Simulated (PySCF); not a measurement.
CH3Cl3Si, SMILES Cl[Si](Cl)(Cl)C (connectivity only; charge and spin as stated), charge +1, multiplicity 2. Atoms are numbered in the order given.

```xyz
8

C      0.0000     0.0000     2.1364
Si     0.0000     0.0000     0.0080
Cl     1.7081     0.9862    -0.3912
Cl     0.0000    -1.9723    -0.3912
Cl    -1.7081     0.9862    -0.3912
H      0.0000     1.0789     2.3401
H     -0.9343    -0.5394     2.3401
H      0.9343    -0.5394     2.3401
```
Charge +1, spin multiplicity 2.

Geometry: B3LYP-D3(BJ)/def2-SVP. The multiplicity is an assumed one; no other spin state was optimised. The isomer is the one that the SMILES or the coordinates give; other isomers of the formula were not compared.

These are PBE/pcH-1 (PySCF) values and carry that method's errors.

Unrestricted Kohn–Sham, ⟨S²⟩ = 0.752. Hyperfine tensors hold the contact and dipolar terms, without spin-orbit corrections.

Computed hyperfine couplings:
```json
[
 {"nucleus": "13C no. 1", "A(iso) (MHz)": "39.2", "A(iso) (G)": "14.0", "dipolar principal values (MHz)": "-45.2, -45.2, 90.3"},
 {"nucleus": "29Si no. 2", "A(iso) (MHz)": "-23.7", "A(iso) (G)": "-8.4", "dipolar principal values (MHz)": "-26.2, 13.1, 13.1"},
 {"nucleus": "35Cl no. 3", "A(iso) (MHz)": "-0.6", "A(iso) (G)": "-0.2", "dipolar principal values (MHz)": "-26.4, -25.9, 52.3"},
 {"nucleus": "35Cl no. 4", "A(iso) (MHz)": "-0.6", "A(iso) (G)": "-0.2", "dipolar principal values (MHz)": "-26.4, -25.9, 52.3"},
 {"nucleus": "35Cl no. 5", "A(iso) (MHz)": "-0.6", "A(iso) (G)": "-0.2", "dipolar principal values (MHz)": "-26.4, -25.9, 52.3"},
 {"nucleus": "1H no. 6", "A(iso) (MHz)": "-3.3", "A(iso) (G)": "-1.2", "dipolar principal values (MHz)": "-20.7, -2.8, 23.4"},
 {"nucleus": "1H no. 7", "A(iso) (MHz)": "-3.3", "A(iso) (G)": "-1.2", "dipolar principal values (MHz)": "-20.7, -2.8, 23.4"},
 {"nucleus": "1H no. 8", "A(iso) (MHz)": "-3.3", "A(iso) (G)": "-1.2", "dipolar principal values (MHz)": "-20.7, -2.8, 23.4"}
]
```
